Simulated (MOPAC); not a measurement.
MOPAC input (PM7):

```
PM7 PRECISE GNORM=0.05 LET XYZ CHARGE=-1 GEO-OK AUX(PRECISION=9) THREADS=1
C2H3O

C     1.19116500 1    0.02436500 1    0.00315700 1
C    -0.01664900 1   -0.30007500 1    0.51891400 1
O    -1.07559000 1    0.18044300 1   -0.35335900 1
H     1.32540900 1    0.57277600 1   -0.94124700 1
H     2.09861000 1   -0.26004900 1    0.53013000 1
H    -1.86639600 1   -0.10200400 1    0.10556400 1
```

From the output:

```
                                                       MOPAC v23.2.5 Linux

          FINAL HEAT OF FORMATION =         -6.52949 KCAL/MOL =     -27.31941 KJ/MOL

          COSMO AREA              =         81.07 SQUARE ANGSTROMS
          COSMO VOLUME            =         62.88 CUBIC ANGSTROMS

          GRADIENT NORM           =          0.01402          =       0.00572 PER ATOM
          IONIZATION POTENTIAL    =          1.974599 EV
          HOMO LUMO ENERGIES (EV) =         -1.975  9.171
          NO. OF FILLED LEVELS    =          9
          MOLECULAR WEIGHT        =         43.0451         POINT GROUP:  Cs

          MOLECULAR DIMENSIONS (Angstroms)

            Atom       Atom       Distance
            H     6    H     5     4.00625
            H     4    C     2     1.76903
            O     3    H     5     0.00000

          SCF CALCULATIONS        =         19

   ATOM   CHEMICAL          X               Y               Z
  NUMBER   SYMBOL      (ANGSTROMS)     (ANGSTROMS)     (ANGSTROMS)

     1       C          1.20201782  *   0.02935792  *  -0.00507470  *
     2       C         -0.01981501  *  -0.28167566  *   0.48693687  *
     3       O         -1.08196775  *   0.16189856  *  -0.32149422  *
     4       H          1.37162317  *   0.55617889  *  -0.91075157  *
     5       H          2.08368175  *  -0.25061965  *   0.51323639  *
     6       H         -1.89880706  *  -0.10170309  *   0.10381002  *

                             CARTESIAN COORDINATES

   1    C        1.202017823     0.029357924    -0.005074699
   2    C       -0.019815008    -0.281675661     0.486936871
   3    O       -1.081967753     0.161898556    -0.321494217
   4    H        1.371623167     0.556178886    -0.910751574
   5    H        2.083681755    -0.250619646     0.513236394
   6    H       -1.898807062    -0.101703093     0.103810022

           Empirical Formula: C2 H3 O  =     6 atoms

      MOLECULAR POINT GROUP   :   Cs

                  EIGENVALUES
 -22.53694 -17.75511 -12.24881  -9.79738  -7.87772  -6.73608  -6.52878  -2.50097
  -1.97460   9.17091  10.17054  12.23530  13.24164  13.38138  14.59039

              NET ATOMIC CHARGES AND DIPOLE CONTRIBUTIONS

  ATOM NO.   TYPE          CHARGE      No. of ELECS.   s-Pop       p-Pop
    1          C          -0.825877        4.8259     1.06463     3.76125
    2          C          -0.002189        4.0022     1.53817     2.46401
    3          O          -0.663823        6.6638     1.83453     4.82929
    4          H           0.101024        0.8990     0.89898
    5          H           0.106542        0.8935     0.89346
    6          H           0.284323        0.7157     0.71568
 DIPOLE           X         Y         Z       TOTAL
 POINT-CHG.    -2.352    -0.653     1.041     2.654
 HYBRID         0.482     0.986    -1.688     2.013
 SUM           -1.869     0.332    -0.647     2.005

          ATOMIC ORBITAL ELECTRON POPULATIONS

     Atom    s        px        py        pz
    1  C   1.06463   1.12192   1.42294   1.21639
    2  C   1.53817   0.79276   0.69839   0.97287
    3  O   1.83453   1.35099   1.82973   1.64857
    4  H   0.89898
    5  H   0.89346
    6  H   0.71568

 **********************
 *                    *
 * JOB ENDED NORMALLY *
 *                    *
 **********************

 == MOPAC DONE ==
```

The dipole moment of an ion depends on the origin.

The geometry given is a B3LYP-D3(BJ)/def2-TZVP minimum.
